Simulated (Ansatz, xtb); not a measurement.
## Relative energy of two isomers of C5H8F2

Structure X is `F[C@@H]1CCC[C@H]1F`, a singlet and structure Y is `F[C@@H]1CC[C@@H](F)C1`, a singlet. Both are isolated molecules in the gas phase, relaxed with PBE-D3(BJ)/def2-SVP; the shapes shown needn't be the lowest conformers.

X (Å):

| atom | x (Å) | y (Å) | z (Å) |
| --- | --- | --- | --- |
| C | 0.6123 | -1.0097 | -0.7109 |
| C | 1.2941 | 0.1920 | -1.3590 |
| C | 2.2424 | 0.7609 | -0.2677 |
| C | 1.8021 | 0.0838 | 1.0603 |
| C | 0.4594 | -0.5741 | 0.7523 |
| F | 1.4655 | -2.1179 | -0.7303 |
| F | -0.5666 | 0.3754 | 0.8007 |
| H | -0.3528 | -1.3005 | -1.1780 |
| H | 0.5089 | 0.9291 | -1.6201 |
| H | 1.8070 | -0.1021 | -2.2951 |
| H | 2.1600 | 1.8634 | -0.2098 |
| H | 3.3020 | 0.5324 | -0.4924 |
| H | 1.7099 | 0.7822 | 1.9145 |
| H | 2.5154 | -0.7129 | 1.3506 |
| H | 0.1923 | -1.4150 | 1.4273 |

Y (Å):

```yaml
atoms:
  - { symbol: C, position_ang: [0.2957, -0.5281, 1.2811] }
  - { symbol: C, position_ang: [-0.9365, 0.3776, 1.2299] }
  - { symbol: C, position_ang: [-0.6749, 1.2250, -0.0238] }
  - { symbol: C, position_ang: [0.8036, 1.5902, 0.1248] }
  - { symbol: C, position_ang: [1.4564, 0.3505, 0.7706] }
  - { symbol: F, position_ang: [0.1063, -1.5907, 0.3832] }
  - { symbol: F, position_ang: [0.9093, 2.6705, 1.0153] }
  - { symbol: H, position_ang: [0.4825, -0.9755, 2.2804] }
  - { symbol: H, position_ang: [-1.8751, -0.2087, 1.2113] }
  - { symbol: H, position_ang: [-0.9468, 1.0303, 2.1273] }
  - { symbol: H, position_ang: [-1.3111, 2.1256, -0.1215] }
  - { symbol: H, position_ang: [-0.8068, 0.6007, -0.9317] }
  - { symbol: H, position_ang: [1.2861, 1.9031, -0.8254] }
  - { symbol: H, position_ang: [2.0586, -0.2373, 0.0508] }
  - { symbol: H, position_ang: [2.1274, 0.6850, 1.5855] }
```

Quicker runs give these differences E(Y) − E(X): GFN2-xTB −11.08 kJ/mol; HF/STO-3G −7.20 kJ/mol (at GFN2-xTB geometries); r2SCAN-D4/def2-SVP −10.80 kJ/mol (at GFN2-xTB geometries).

Question: Estimate E(Y) − E(X) at the level CCSD(T)/def2-SVP + ΔMP2/def2-TZVPP.

Answer: Too close to call at this level: CCSD(T)/def2-SVP + ΔMP2/def2-TZVPP gives E(Y) − E(X) = −8.20 kJ/mol.

Level by level:

| level | geometry | E(Y) − E(X) (kJ/mol) | departure from the last row (kJ/mol) | job, with rough time for the two |
| --- | --- | --- | --- | --- |
| GFN2-xTB | GFN2-xTB | −11.08 | −2.88 | optimisation, 0.12 s |
| HF/STO-3G | GFN2-xTB | −7.20 | +1.01 | single point, 0.48 s |
| r2SCAN-D4/def2-SVP | GFN2-xTB | −10.80 | −2.60 | single point, 6 s |
| PBE-D3(BJ)/def2-SVP | PBE-D3(BJ)/def2-SVP | −8.00 | +0.20 | optimisation, 23 s |
| HF/def2-SVP | PBE-D3(BJ)/def2-SVP | −6.16 | +2.04 | part of the CCSD(T) run |
| MP2/def2-SVP | PBE-D3(BJ)/def2-SVP | −6.64 | +1.57 | part of the CCSD(T) run |
| CCSD(T)/def2-SVP | PBE-D3(BJ)/def2-SVP | −6.05 | +2.16 | single point |
| CCSD(T)/def2-SVP + ΔMP2/def2-TZVPP | PBE-D3(BJ)/def2-SVP | −8.20 |  | single point, 1.8 min |

As drawn, both hold the same kinds of bond in the same numbers.

The largest departure from CCSD(T)/def2-SVP + ΔMP2/def2-TZVPP is that of GFN2-xTB, 2.88 kJ/mol. The last row adds to CCSD(T) the change of the MP2 difference between the two basis sets, here −2.16 kJ/mol.

With thermal terms from frequencies at re-optimised GFN2-xTB minima (ideal gas, soft modes damped towards free rotors, one conformer each, 298.15 K, 1 atm): the zero-point term adds −0.56 kJ/mol; ΔH is −8.71 and ΔG −7.25 kJ/mol.

The correlated steps freeze 7 core orbitals. Programs: Ansatz 0.2.0, xtb 6.7.1; the last row on 2 threads of Arm Neoverse V2 on a shared host.
